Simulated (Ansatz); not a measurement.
Ideal-gas functions of `[OH][Ag-][P+](F)(F)F` at 800 K and 1 bar, from an Ansatz frequency run at PBE0-D4/def2-TZVP.

Molar mass 212.84 g/mol, point group Cs (symmetry number 1), electronic degeneracy 1, moments of inertia 106.704, 581.115, 582.06 u Å². Harmonic wavenumbers (cm⁻¹, unscaled): 39, 80, 81, 182, 187, 217, 363, 363, 508, 582, 708, 925, 934, 937, 3894.

Use S(trans) = R[1.5 ln M + 2.5 ln T − 1.1517]; rotational temperatures θ = 24.2544 K / I; S(rot) = R[ln(√π/σ · √(T³/θAθBθC)) + 1.5]; for each mode x = 1.438777 ν̃/T, S = R[x/(eˣ − 1) − ln(1 − e⁻ˣ)] and H = RT x/(eˣ − 1); 1 cm⁻¹ = 0.0119627 kJ/mol; R = 8.31446 J/(mol·K).

Q: By hand: the entropy, in J/(mol·K).

A: Translation 196.2. Rotation: θ = 0.2273, 0.0417, 0.0417 K, giving 133.2. Vibration, mode by mode: 30.41, 24.44, 24.34, 17.64, 17.41, 16.19, 12.01, 12.01, 9.35, 8.30, 6.85, 4.98, 4.92, 4.89, 0.06, in all 193.8. Electronic 0.0. Sum 523.2 J/(mol·K).

Q: By hand: H − E and G − E in kJ/mol, counted from the electronic energy.

A: Zero-point energy ½ × 10000 × 0.0119627 = 59.8; thermal vibration 63.7; translation, rotation and pV give 4 RT = 26.6. H − E = 150.1 kJ/mol, and G − E = 150.1 − 800 × 523.2/1000 = -268.5 kJ/mol.

Vibration gives 37 % of the entropy, 79.2 J/(mol·K) of it from the modes under 150 cm⁻¹: soft modes count most, and the harmonic formula is weakest for them. The sum counts one conformer and one mirror image; others add a mixing term.
